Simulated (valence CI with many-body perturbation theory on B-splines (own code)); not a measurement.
The numbers below are computed, except where a source is named.
# Sensitivity of CI+MBPT for Br XIII

Level of theory: configuration interaction combined with many-body perturbation theory (CI+MBPT): five valence electrons over a frozen Dirac-Fock core [Ar], radial functions for each j: 6 s, 6 p, 5 d, 5 f, 1 g, with the one-electron correlation potential Σ1, the two-electron term Σ2, the three-electron term Σ3, Breit, model QED; selected CI, second order for the rest (own B-spline code, finite nucleus).

No measured spectrum was set against this ion. As an estimate, terms of the open shell hold to 2 to 4 % of their energy, and close levels can change places. Among the levels kept, up to 300 cm⁻¹ of a level comes from second order outside the variational space, and about a tenth of that is noise between levels of different J, which matters for small intervals. Only levels of the ground parity were solved; by the run's estimate the other parity begins above the list, which can be wrong where configurations are misplaced.

The reference run has the lowest level 3d5 6S_5/2 and an ionisation energy of 392.233 eV. Its largest variational space holds 10000 state functions.

Names give the largest LS component (configuration and term), which can be under half, so a name can repeat, a term be missing and a line seem to break the LS rules; names also repeat where a configuration has a term twice.

Changed runs:
A. shift of the energy in Σ1 (hartree) 0 → -2.408
B. hole-hole ladder in Σ2 on → off
C. scale of Σ1 1 → 0; scale of Σ2 1 → 0; three-electron term on → off; averaging of valence orbitals over low configurations on → off
D. Davidson tolerance 2e-05 → 0.03 (bad on purpose)

Excitation energies of the reference run in cm⁻¹, and shifts in cm⁻¹:

| Level | Reference | A | B | C | D |
| --- | --- | --- | --- | --- | --- |
| 3d5 4G_5/2 | 69965 | -78 | -241 | +2819 | +0.3 |
| 3d5 4G_11/2 | 70778 | -50 | -618 | +2578 | 0 |
| 3d5 4G_7/2 | 70981 | -56 | -495 | +2607 | +0.3 |
| 3d5 4G_9/2 | 71416 | -46 | -620 | +2505 | +0.3 |
| 3d5 4P_5/2 | 75673 | -104 | +5022 | +3560 | +0.7 |
| 3d5 4P_3/2 | 77543 | -91 | +5115 | +3379 | +0.2 |
| 3d5 4P_1/2 | 79750 | -57 | +5666 | +3078 | -0.5 |
| 3d5 4D_7/2 | 85762 | -63 | +2485 | +3879 | +0.2 |
| 3d5 4D_1/2 | 88779 | -28 | +3480 | +3543 | -0.7 |
| 3d5 4D_5/2 | 89818 | -34 | +4046 | +3295 | +0.5 |
| 3d5 4D_3/2 | 90242 | -24 | +4096 | +3211 | +0.1 |
| 3d5 2I_11/2 | 101919 | -87 | -2836 | +3248 | +2.4 |
| Ionisation energy (eV) | 392.233 | -0.621 | -0.343 | -8.937 | -8.8e-05 |
